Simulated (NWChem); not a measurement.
System: Si2NH4OF; SMILES O1[SiH2]N[Si@@H]1F

NWChem input:

```
start job
memory heap 200 mb stack 700 mb global 900 mb
geometry units angstroms noautoz
  F      0.054203    -2.117977     0.586509
  Si    -0.010091    -0.853234    -0.441624
  N     -1.210209     0.350062    -0.060250
  Si     0.071045     1.529180     0.226717
  O      1.204174     0.292216    -0.137590
  H      0.019297    -1.461602    -1.800353
  H     -2.228948     0.378734    -0.072636
  H      0.139335     2.672567    -0.743422
  H      0.200973     2.052612     1.627527
end
basis spherical
  * library def2-svp
end
dft
  xc becke97-2
  iterations 150
  mulliken
end
task dft energy
```

Excerpt of the output:

```
             Northwest Computational Chemistry Package (NWChem) 7.3.0
             --------------------------------------------------------

 C1  symmetry detected

                             Geometry "geometry" -> ""
                             -------------------------

 Output coordinates in angstroms (scale by  1.889725989 to convert to a.u.)

  No.       Tag          Charge          X              Y              Z
 ---- ---------------- ---------- -------------- -------------- --------------
    1 F                    9.0000     0.05455998    -2.09758488     0.58819681
    2 Si                  14.0000    -0.01380349    -0.83190247    -0.43851663
    3 N                    7.0000    -1.22376579     0.36267330    -0.06085198
    4 Si                  14.0000     0.04814414     1.55009141     0.23336643
    5 O                    8.0000     1.19127358     0.32136911    -0.12757324
    6 H                    1.0000     0.02573474    -1.43819562    -1.79791544
    7 H                    1.0000    -2.24261178     0.38442708    -0.07771232
    8 H                    1.0000     0.11293072     2.69524385    -0.73492879
    9 H                    1.0000     0.16830929     2.07247745     1.63543782

 Effective nuclear repulsion energy (a.u.)     314.0114333781

                                 NWChem DFT Module
                                 -----------------

 Summary of "ao basis" -> "ao basis" (spherical)
 ------------------------------------------------------------------------------
       Tag                 Description            Shells   Functions and Types
 ---------------- ------------------------------  ------  ---------------------
 F                          def2-svp                 6       14   3s2p1d
 Si                         def2-svp                 8       18   4s3p1d
 N                          def2-svp                 6       14   3s2p1d
 O                          def2-svp                 6       14   3s2p1d
 H                          def2-svp                 3        5   2s1p

            General Information
            -------------------
          SCF calculation type: DFT
          Wavefunction type:  closed shell.
          No. of atoms     :     9
          No. of electrons :    56
           Alpha electrons :    28
            Beta electrons :    28
          Charge           :     0
          Spin multiplicity:     1
          Use of symmetry is: off; symmetry adaption is: off
          Maximum number of iterations: 150
          AO basis - number of functions:    98
                     number of shells:    46
          Convergence on energy requested:  1.00D-06
          Convergence on density requested:  1.00D-05
          Convergence on gradient requested:  5.00D-04

              XC Information
              --------------
                   Becke 97-2 Method XC Functional
                     Hartree-Fock (Exact) Exchange  0.210
                 Becke 1997-2  Exchange Functional  1.000
                Becke 1997-2 Correlation Potential  1.000

             Grid Information
             ----------------
          Grid used for XC integration:  medium
          Radial quadrature: Mura-Knowles
          Angular quadrature: Lebedev.
          Tag              B.-S. Rad. Rad. Pts. Rad. Cut. Ang. Pts.
          ---              ---------- --------- --------- ---------
          F                   0.50       49          12.0       434
          Si                  1.10       88          10.0       590
          N                   0.65       49           8.0       434
          O                   0.60       49          10.0       434
          H                   0.35       45          12.0       434
          Grid pruning is: on
          Number of quadrature shells:   503
          Spatial weights used:  Erf1

      Superposition of Atomic Density Guess
      -------------------------------------

 Sum of atomic energies:        -807.70205153

      Non-variational initial energy
      ------------------------------

 Total energy =    -809.461007
 1-e energy   =   -1744.161242
 2-e energy   =     620.688802
 HOMO         =      -0.341541
 LUMO         =       0.032678

     ---------------------------------------------
      Total Density - Mulliken Population Analysis
     ---------------------------------------------

    Atom       Charge   Shell Charges
 -----------   ------   -------------------------------------------------------
    1 F    9     9.57   1.99  1.15  0.78  3.51  2.14  0.00
    2 Si  14    12.58   2.00  1.99  0.84  0.17  5.93  0.84  0.48  0.34
    3 N    7     7.91   1.99  1.03  0.51  2.60  1.78  0.00
    4 Si  14    12.98   2.00  1.99  0.93  0.22  5.93  0.94  0.71  0.26
    5 O    8     8.97   1.99  1.11  0.71  3.09  2.05  0.01
    6 H    1     1.07   0.68  0.38  0.01
    7 H    1     0.73   0.57  0.12  0.04
    8 H    1     1.09   0.70  0.39  0.01
    9 H    1     1.09   0.70  0.39  0.01

   convergence    iter        energy       DeltaE   RMS-Dens  Diis-err
 ---------------- ----- ----------------- --------- --------- ---------
 d= 0,ls=0.0,diis     1   -810.8509392668 -1.12D+03  1.59D-02  9.37D-01
 d= 0,ls=0.0,diis     2   -810.7741473927  7.68D-02  8.75D-03  1.95D+00
 d= 0,ls=0.0,diis     3   -810.9618072853 -1.88D-01  1.51D-03  2.92D-02
 d= 0,ls=0.0,diis     4   -810.9631087559 -1.30D-03  7.55D-04  1.42D-02
 d= 0,ls=0.0,diis     5   -810.9645643204 -1.46D-03  1.52D-04  4.22D-04
  Resetting Diis
 d= 0,ls=0.0,diis     6   -810.9646090033 -4.47D-05  2.64D-05  6.34D-06
 d= 0,ls=0.0,diis     7   -810.9646098512 -8.48D-07  5.45D-06  1.64D-07

         Total DFT energy =     -810.964609851237
      One electron energy =    -1747.631874540326
           Coulomb energy =      692.089507559457
    Exchange-Corr. energy =      -69.433676248458
 Nuclear repulsion energy =      314.011433378090

 Numeric. integr. density =       56.000012842008

                       DFT Final Molecular Orbital Analysis
                       ------------------------------------

 Vector   26  Occ=2.000000D+00  E=-3.510712D-01
              MO Center= -2.3D-01,  4.3D-02, -5.3D-01, r^2= 4.3D+00
   Bfn.  Coefficient  Atom+Function         Bfn.  Coefficient  Atom+Function
  ----- ------------  ---------------      ----- ------------  ---------------
    37      0.304897  3 N  py                79     -0.272640  6 H  s
    40     -0.218177  3 N  py                89      0.210873  8 H  s
    80     -0.180731  6 H  s                  6      0.179004  1 F  pz
    69     -0.165108  5 O  py                55      0.155775  4 Si py
    24      0.152882  2 Si pz                 5      0.139657  1 F  py

 Vector   27  Occ=2.000000D+00  E=-3.187790D-01
              MO Center=  6.5D-01,  8.5D-01,  5.0D-02, r^2= 3.1D+00
   Bfn.  Coefficient  Atom+Function         Bfn.  Coefficient  Atom+Function
  ----- ------------  ---------------      ----- ------------  ---------------
    70      0.465841  5 O  pz                73      0.351972  5 O  pz
    94     -0.231261  9 H  s                 89      0.196819  8 H  s
    95     -0.182931  9 H  s                 90      0.159264  8 H  s
    56     -0.138047  4 Si pz                80      0.121297  6 H  s
    79      0.115738  6 H  s                 69     -0.102131  5 O  py

 Vector   28  Occ=2.000000D+00  E=-2.834958D-01
              MO Center= -8.5D-01,  4.9D-01, -2.8D-02, r^2= 2.2D+00
   Bfn.  Coefficient  Atom+Function         Bfn.  Coefficient  Atom+Function
  ----- ------------  ---------------      ----- ------------  ---------------
    38      0.499724  3 N  pz                41     -0.428259  3 N  pz
    70      0.131758  5 O  pz                94      0.132098  9 H  s
    37     -0.130851  3 N  py                95      0.126283  9 H  s
    89     -0.123392  8 H  s                 73      0.120441  5 O  pz
    90     -0.119247  8 H  s                 40      0.116680  3 N  py

 Vector   29  Occ=0.000000D+00  E=-1.779282D-03
              MO Center= -1.5D-01,  1.1D+00,  9.0D-02, r^2= 4.7D+00
   Bfn.  Coefficient  Atom+Function         Bfn.  Coefficient  Atom+Function
  ----- ------------  ---------------      ----- ------------  ---------------
    57      0.836882  4 Si px                35      0.597178  3 N  s
    67     -0.463249  5 O  s                 25      0.437555  2 Si px
    54      0.269429  4 Si px                50     -0.260332  4 Si s
    22      0.205520  2 Si px                58     -0.156167  4 Si py
    51     -0.140755  4 Si px                18     -0.139594  2 Si s

 Vector   30  Occ=0.000000D+00  E= 5.368175D-02
              MO Center= -7.1D-01,  4.5D-01, -7.1D-02, r^2= 5.4D+00
   Bfn.  Coefficient  Atom+Function         Bfn.  Coefficient  Atom+Function
  ----- ------------  ---------------      ----- ------------  ---------------
    35      1.127877  3 N  s                 58      0.920331  4 Si py
    85     -0.754426  7 H  s                 18     -0.687580  2 Si s
    67      0.521405  5 O  s                 80      0.516813  6 H  s
    50     -0.497858  4 Si s                 59      0.219552  4 Si pz
    34      0.214892  3 N  s                 71     -0.183811  5 O  px

 Vector   31  Occ=0.000000D+00  E= 6.116598D-02
              MO Center=  1.4D-01,  7.3D-01, -1.0D-01, r^2= 6.3D+00
   Bfn.  Coefficient  Atom+Function         Bfn.  Coefficient  Atom+Function
  ----- ------------  ---------------      ----- ------------  ---------------
    90     -0.884905  8 H  s                 58      0.873637  4 Si py
    95     -0.868904  9 H  s                 50      0.713919  4 Si s
    80     -0.568359  6 H  s                 26     -0.548616  2 Si py
    49      0.527831  4 Si s                 18      0.524982  2 Si s
    17      0.392546  2 Si s                  3     -0.316281  1 F  s

     ---------------------------------------------
      Total Density - Mulliken Population Analysis
     ---------------------------------------------

    Atom       Charge   Shell Charges
 -----------   ------   -------------------------------------------------------
    1 F    9     9.35   1.99  1.13  0.80  3.35  2.07  0.00
    2 Si  14    13.07   2.00  1.98  0.93  0.06  5.93  1.14  0.52  0.51
    3 N    7     7.57   1.99  0.97  0.52  2.45  1.63  0.01
    4 Si  14    13.26   2.00  1.98  1.01  0.10  5.93  1.20  0.67  0.37
    5 O    8     8.59   1.99  1.08  0.74  2.85  1.91  0.01
    6 H    1     1.11   0.75  0.35  0.01
    7 H    1     0.85   0.70  0.10  0.04
    8 H    1     1.10   0.75  0.35  0.01
    9 H    1     1.10   0.75  0.34  0.01

     -------------------------------------------
      Total Density - Lowdin Population Analysis
     -------------------------------------------

    Atom       Charge   Shell Charges
 -----------   ------   -------------------------------------------------------
    1 F    9     9.22   1.98  1.02  0.77  3.22  2.22  0.01
    2 Si  14    13.38   2.00  1.92  0.59  0.29  5.82  1.16  0.81  0.79
    3 N    7     7.37   1.97  0.74  0.46  2.27  1.91  0.02
    4 Si  14    13.40   2.00  1.93  0.63  0.32  5.82  1.21  0.93  0.57
    5 O    8     8.39   1.97  0.94  0.65  2.71  2.11  0.01
    6 H    1     1.10   0.65  0.43  0.02
    7 H    1     0.92   0.58  0.21  0.13
    8 H    1     1.11   0.66  0.43  0.02
    9 H    1     1.11   0.65  0.43  0.02

     Multipole analysis of the density
     ---------------------------------

     L   x y z        total         alpha         beta         nuclear
     -   - - -        -----         -----         ----         -------
     0   0 0 0     -0.000000    -28.000000    -28.000000     56.000000

     1   1 0 0     -0.913447     -0.456724     -0.456724     -0.000000
     1   0 1 0      0.570954      0.285477      0.285477      0.000000
     1   0 0 1     -0.311247     -0.155624     -0.155624     -0.000000

     2   2 0 0    -30.147131    -63.228012    -63.228012     96.308893
     2   1 1 0     -0.500335     -0.045786     -0.045786     -0.408763
     2   1 0 1      0.231387     -0.163957     -0.163957      0.559300
     2   0 2 0    -32.159593   -191.864069   -191.864069    351.568545
     2   0 1 1      2.067375     -3.518461     -3.518461      9.104297
     2   0 0 2    -32.330256    -39.694531    -39.694531     47.058807
```

Level: B97-2/def2-SVP. Coordinates come from a PBE-D3(BJ)/def2-SVP optimisation.
